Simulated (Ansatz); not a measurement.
The cluster Ta₃, relaxed as a quartet with UKS PBE0-D4/def2-TZVP in Ansatz, starting from the PBE0-D4/def2-TZVP geometry of the neutral doublet. Force threshold 0.02 eV/Å.

In the def2 sets Ta takes a core potential; there is no spin–orbit coupling. The charge 0 quartet is spin-contaminated (final ⟨S²⟩ up to 4.46, 3.75 for a pure state). The structure comes from a short search, and lower isomers may exist.

Start:

Cartesian coordinates in Å:
```
Ta -0.271 0.912 1.033
Ta 1.353 -0.431 -0.211
Ta -1.082 -0.481 -0.822
```

Problem. Estimate the energy that the relaxation releases and the steps that it takes.

Solution. 0.7 kJ/mol, in 4 steps; 26 s on 2 threads of AMD EPYC 7R43 on a shared host. No frequencies were taken in this run, so the end may be a saddle point.

Problem. Does the start keep its bonding and symmetry?

Solution. By distances, no bond broke or formed. The bond that changes most is Ta1–Ta3, from 2.46 to 2.43 Å (atoms count from 1). Point group Cs at the start, C2v at the end, both within 0.05 Å; within 0.015 Å the end is Cs.

Problem. Predict the relaxed structure.

Solution. 
Cartesian coordinates in Å:
```
Ta -0.271 0.900 1.019
Ta 1.356 -0.427 -0.205
Ta -1.085 -0.473 -0.814
```
Bond lengths (bridged metal pairs left out): 3 × Ta–Ta 2.43 to 2.52 Å.
